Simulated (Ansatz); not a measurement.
```yaml
crystal:
  periodic: [false, false, false]
  atoms:
    - {symbol: C, position_ang: [-1.530009, -1.201236, -2.545513]}
    - {symbol: C, position_ang: [-0.872637, -0.089503, -1.739037]}
    - {symbol: P, position_ang: [-0.631064, -0.520823, 0.050154]}
    - {symbol: C, position_ang: [-0.844952, 1.177401, 0.851312]}
    - {symbol: C, position_ang: [-2.363086, 1.378278, 0.889485]}
    - {symbol: C, position_ang: [-0.342051, 1.130359, 2.290982]}
    - {symbol: C, position_ang: [-0.213940, 2.366281, 0.132895]}
    - {symbol: C, position_ang: [1.185737, -1.032419, 0.115096]}
    - {symbol: C, position_ang: [1.341884, -2.135631, -0.933053]}
    - {symbol: C, position_ang: [2.217583, 0.052488, -0.161176]}
    - {symbol: C, position_ang: [1.449477, -1.660779, 1.483804]}
    - {symbol: H, position_ang: [-2.493233, -1.475332, -2.109453]}
    - {symbol: H, position_ang: [-0.920320, -2.105442, -2.574081]}
    - {symbol: H, position_ang: [-1.703002, -0.884780, -3.578061]}
    - {symbol: H, position_ang: [0.070884, 0.224006, -2.197360]}
    - {symbol: H, position_ang: [-1.523290, 0.787997, -1.760948]}
    - {symbol: H, position_ang: [-2.595414, 2.333919, 1.371896]}
    - {symbol: H, position_ang: [-2.802445, 1.401818, -0.111284]}
    - {symbol: H, position_ang: [-2.854319, 0.580840, 1.451206]}
    - {symbol: H, position_ang: [-0.725748, 0.256027, 2.823395]}
    - {symbol: H, position_ang: [-0.680774, 2.023679, 2.826785]}
    - {symbol: H, position_ang: [0.747900, 1.113621, 2.343404]}
    - {symbol: H, position_ang: [-0.486155, 3.290659, 0.655340]}
    - {symbol: H, position_ang: [0.873395, 2.311584, 0.110927]}
    - {symbol: H, position_ang: [-0.566879, 2.463010, -0.895462]}
    - {symbol: H, position_ang: [2.326667, -2.601511, -0.821940]}
    - {symbol: H, position_ang: [1.274402, -1.748405, -1.951483]}
    - {symbol: H, position_ang: [0.587205, -2.917378, -0.810405]}
    - {symbol: H, position_ang: [2.252937, 0.795295, 0.637041]}
    - {symbol: H, position_ang: [3.214900, -0.397336, -0.229401]}
    - {symbol: H, position_ang: [2.028765, 0.571463, -1.104026]}
    - {symbol: H, position_ang: [2.456904, -2.091099, 1.502249]}
    - {symbol: H, position_ang: [1.385692, -0.936195, 2.295590]}
    - {symbol: H, position_ang: [0.735008, -2.460855, 1.691113]}
basis:
  gaussian: {orbitals: def2-TZVPP}
hamiltonian: {xc: {name: HF}}
correlation: {method: mp2, frozen_orbitals: {C: 0}}
output: {forces: true}
```

```sh
$ ansatz run in.yaml --threads 11 --pin off --events-out ev --progress --plain --max-ram 174080MiB --backend cuda --devices 0, --max-vram 75GiB
```

Task: How does Ansatz answer? (Best estimate.)

Result: Ansatz gave: The input was rejected before any iteration.
```
Functional definition: HF
Error: "frozen_orbitals" has no count for P
```
